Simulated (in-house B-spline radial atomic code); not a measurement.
Values are calculated unless marked as measured or tabulated.
**Building a PAW p channel for Ca, r_c = 0.998 bohr**

Ca, [Ar] 4s2, non-relativistic LDA (VWN5), spherical and spin-unpolarised, from a B-spline radial code for spherical atoms (atomic units; all potentials screened as in the neutral atom).

Two all-electron partial waves φ1, φ2 are integrated outwards at E1 = ε(3p) = -1.030573 and E2 = E1 + 1.5 hartree; φ1 is the bound orbital and φ2 has unit norm inside r_c = 0.9977 bohr. Smooth partners are polynomials, r^2(a0 + a1 r² + a2 r⁴ + a3 r⁶), matched to φ and three derivatives at r_c, with no condition on the norm. The local potential is -20.5935 + (42.9946) r² + (-41.1637) r⁴ + (15.0808) r⁶ inside 0.8169 bohr and the all-electron one outside.

```csv
wave,φ(r_c),φ'(r_c),a0,a1,a2,a3
1,0.9446335,0.1611026,2.195183,-1.596946,0.3117331,0.03502226
2,1.398814,-1.543084,4.943062,-5.077196,1.688453,-0.1590592
```

Inside r_c the overlaps are <φi φj> = [[0.31757, 0.56100], [0.56100, 1.00000]] and, for the smooth waves, [[0.31942, 0.57286], [0.57286, 1.03829]]. With χj = (Ej − T − V_local) applied to smooth wave j, the program's quadrature gives the matrix B_ij = <smooth i, χj> as [[0.74829, 1.50785], [1.49006, 3.01433]].

(1) Check the match of the first wave, and find the augmentation charges q_ij.

(2) B isn't symmetric. Show that D_ij = B_ij + Ej q_ij is.

Solving (T + V_local + Σ p D p) ψ = E (1 + Σ p q p) ψ in a sphere of 9 bohr gives these levels:

| all-electron | one projector | two projectors |
| --- | --- | --- |
| -1.030570 | -1.030570 | -1.030570 |
| -0.040170 | -0.040511 | -0.040171 |
| 0.212418 | 0.211582 | 0.212417 |
| 0.615862 | 0.613575 | 0.615861 |
| 1.168200 | 1.162660 | 1.168180 |

(3) What does the second projector gain?

## Answers

(1) At r_c the four terms are 2.18510, -1.58230, 0.30746, 0.03438, which sum to 0.9446, φ1(r_c) to rounding. q_ij is the all-electron overlap less the smooth one: [[-0.00185, -0.01186], [-0.01186, -0.03829]]. The smooth first wave has a norm of 0.3194 inside r_c against 0.3176, so q11 is negative and must stay small enough for the overlap operator to be positive.

(2) Integrating by parts gives B12 − B21 = (E1 − E2) q12: 1.50785 − (1.49006) = 0.01779, and −1.5 × (-0.01186) = 0.01779. So D12 = 1.50785 + (0.469427)(-0.01186) = 1.50228 and D21 = 1.49006 + (-1.030573)(-0.01186) = 1.50228; D11 = 0.75020, D22 = 2.99636. The projectors, p = (B⁻¹)ᵀ χ, are dual to the smooth waves; det B = 0.0088, small beside B11 B22, as the two smooth waves look alike inside r_c.

(3) With one projector the errors are 0.00, -0.34, -0.84, -2.29, -5.54 millihartree. With two the errors are 0.00, 0.00, 0.00, 0.00, -0.02 millihartree. The scattering is exact at E1 and at E2 = 0.469, and over all levels compared the largest error is 0.02 millihartree. The lowest eigenvalue of the overlap operator is 0.9861 with one and 0.6764 with two projectors. The smooth orbital alone needs a cutoff of 24.8 hartree for 1 millihartree of kinetic energy, against 25.3 for a norm-conserving Troullier-Martins orbital of the same radius.
